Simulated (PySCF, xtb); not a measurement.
C2Hf, SMILES [C]1[C][Hf]1 (connectivity only; charge and spin as stated), neutral, multiplicity 1.

GFN2-xTB in xtb at its own geometry gives an orbital gap of 0.43 eV and a dipole moment of 8.07 D.

The structure is a stationary point at PBE0-D3(BJ)/def2-TZVP. The geometry has at least one imaginary mode, so it is a saddle point at that level. The spin state was assumed, not searched. The def2 effective core potentials stand for the cores of Hf; spin–orbit coupling is left out.

Problem. What does PBE/def2-TZVPD (PySCF) give? (The exact figures need the calculation; the answer reports its results.)

Solution. gap 0.50 eV (levels -4.63 and -4.14 eV), dipole 3.31 D.
